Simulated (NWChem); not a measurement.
System: C3H7NS; SMILES C/N=C\SC

Output (shortened):

```
             Northwest Computational Chemistry Package (NWChem) 7.3.0
             --------------------------------------------------------

 C1  symmetry detected

                             Geometry "geometry" -> ""
                             -------------------------

 Output coordinates in angstroms (scale by  1.889725989 to convert to a.u.)

  No.       Tag          Charge          X              Y              Z
 ---- ---------------- ---------- -------------- -------------- --------------
    1 C                    6.0000    -0.55322278    -2.30190462     0.05710397
    2 N                    7.0000     0.73517812    -1.63314072    -0.01156044
    3 C                    6.0000     0.79134453    -0.37034670    -0.04995071
    4 S                   16.0000    -0.58309703     0.78901976    -0.04788295
    5 C                    6.0000     0.35160054     2.35789977     0.07379001
    6 H                    1.0000    -1.29734254    -1.75303757     0.65460036
    7 H                    1.0000    -0.42013596    -3.29764419     0.49043890
    8 H                    1.0000    -0.96070214    -2.43069203    -0.95493718
    9 H                    1.0000     1.76736794     0.11976797    -0.10743443
   10 H                    1.0000     1.08641012     2.43864402    -0.73177690
   11 H                    1.0000    -0.37640195     3.16528431    -0.03339892
   12 H                    1.0000     0.84577640     2.45145567     1.04389886

 Effective nuclear repulsion energy (a.u.)     218.6195475329

  pbe96 is a nonlocal functional; adding pw91lda local functional.

                                 NWChem DFT Module
                                 -----------------

 Summary of "ao basis" -> "ao basis" (spherical)
 ------------------------------------------------------------------------------
       Tag                 Description            Shells   Functions and Types
 ---------------- ------------------------------  ------  ---------------------
 C                          6-31+g*                  8       18   4s3p1d
 N                          6-31+g*                  8       18   4s3p1d
 S                          6-31+g*                 10       22   5s4p1d
 H                          6-31+g*                  2        2   2s

            General Information
            -------------------
          SCF calculation type: DFT
          Wavefunction type:  closed shell.
          No. of atoms     :    12
          No. of electrons :    48
           Alpha electrons :    24
            Beta electrons :    24
          Charge           :     0
          Spin multiplicity:     1
          Use of symmetry is: off; symmetry adaption is: off
          Maximum number of iterations: 150
          AO basis - number of functions:   108
                     number of shells:    56
          Convergence on energy requested:  1.00D-06
          Convergence on density requested:  1.00D-05
          Convergence on gradient requested:  5.00D-04

              XC Information
              --------------
                     Hartree-Fock (Exact) Exchange  1.000
                     LC-wPBE(h)Exchange Functional  0.800
            Perdew 1991 LDA Correlation Functional  1.000 local
           PerdewBurkeErnz. Correlation Functional  1.000 non-local

           Range-Separation Parameters
           ---------------------------
           Alpha           :  0.20
           Beta            :  0.80
           Gamma           :  0.20
           Short-Range HF  :     F

             Grid Information
             ----------------
          Grid used for XC integration:  medium
          Radial quadrature: Mura-Knowles
          Angular quadrature: Lebedev.
          Tag              B.-S. Rad. Rad. Pts. Rad. Cut. Ang. Pts.
          ---              ---------- --------- --------- ---------
          C                   0.70       49          15.0       434
          N                   0.65       49          14.0       434
          S                   1.00       88          13.0       590
          H                   0.35       45          15.0       434
          Grid pruning is: on
          Number of quadrature shells:   599
          Spatial weights used:  Erf1

      Superposition of Atomic Density Guess
      -------------------------------------

 Sum of atomic energies:        -568.22999534

      Non-variational initial energy
      ------------------------------

 Total energy =    -570.942594
 1-e energy   =   -1212.021839
 2-e energy   =     422.459697
 HOMO         =      -0.278809
 LUMO         =       0.001299

   convergence    iter        energy       DeltaE   RMS-Dens  Diis-err
 ---------------- ----- ----------------- --------- --------- ---------
 d= 0,ls=0.0,diis     1   -571.0476655383 -7.90D+02  1.03D-02  5.85D-01
 d= 0,ls=0.0,diis     2   -571.0538325507 -6.17D-03  5.68D-03  6.22D-01
 d= 0,ls=0.0,diis     3   -571.1177896281 -6.40D-02  1.28D-03  3.16D-02
 d= 0,ls=0.0,diis     4   -571.1213136680 -3.52D-03  4.60D-04  2.37D-03
 d= 0,ls=0.0,diis     5   -571.1216412652 -3.28D-04  2.51D-04  9.96D-05
  Resetting Diis
 d= 0,ls=0.0,diis     6   -571.1216681381 -2.69D-05  9.40D-05  1.92D-05
 d= 0,ls=0.0,diis     7   -571.1216723556 -4.22D-06  4.33D-05  2.13D-06
 d= 0,ls=0.0,diis     8   -571.1216727410 -3.85D-07  9.49D-06  1.82D-06

         Total DFT energy =     -571.121672740977
      One electron energy =    -1216.255451232939
           Coulomb energy =      477.639934275028
    Exchange-Corr. energy =      -51.125703315937
 Nuclear repulsion energy =      218.619547532872

 Numeric. integr. density =       47.999990610163

                       DFT Final Molecular Orbital Analysis
                       ------------------------------------

[...]
```

Level: LRC-wPBEh/6-31+G* (spherical d), vertical spin-unrestricted ions. Structure relaxed at the B3LYP/6-31G* (spherical d) level.

Q: Reconstruct the input file.

A: One answer among several that fit: the input that was run:
```
start job
memory heap 200 mb stack 900 mb global 1100 mb
geometry units angstroms noautoz
  C     -0.553536    -2.293271     0.037278
  N      0.729174    -1.620060    -0.078389
  C      0.781026    -0.356680    -0.099826
  S     -0.594295     0.798804    -0.018750
  C      0.341728     2.368162     0.085292
  H     -1.271401    -1.755601     0.675676
  H     -0.399265    -3.295147     0.448901
  H     -1.005442    -2.407693    -0.957479
  H      1.752528     0.136889    -0.193164
  H      1.039751     2.463179    -0.750853
  H     -0.391955     3.175120     0.023043
  H      0.878447     2.448231     1.033762
end
basis spherical
  C library 6-31+g*
  N library 6-31+g*
  S library 6-31+g*
  H library 6-31+g*
end
dft
  xc xwpbe 0.80 cpbe96 1.0 hfexch 1.00
  cam 0.2 cam_alpha 0.2 cam_beta 0.8
  iterations 150
  vectors input atomic output neutral.movecs
end
task dft energy
charge 1
dft
  odft
  mult 2
  vectors input atomic output cation.movecs
end
task dft energy
charge -1
dft
  odft
  mult 2
  vectors input atomic output anion.movecs
end
task dft energy
```
